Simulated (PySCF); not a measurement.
TaO2F, SMILES [F][Ta](=[O])=[O], multiplicity 1.

The structure is a stationary point at PBE-D3(BJ)/def2-TZVP. The spin state was assumed, not searched. The def2 effective core potentials stand for the cores of Ta; spin–orbit coupling is left out.

All values below come from PBE-D3(BJ)/def2-TZVP run with PySCF.

Frequencies are harmonic and unscaled.

| mode | ν (cm⁻¹) | IR (km/mol) | moving atoms (share of kinetic energy) |
|---|---|---|---|
| 1 | 199 | 29.0 | O 54 %, F 30 %, Ta 16 % |
| 2 | 230 | 2.7 | O 48 %, F 46 % |
| 3 | 329 | 3.9 | O 92 % |
| 4 | 638 | 100.3 | F 88 %, Ta 11 % |
| 5 | 899 | 168.9 | O 89 %, Ta 11 % |
| 6 | 958 | 35.1 | O 93 % |
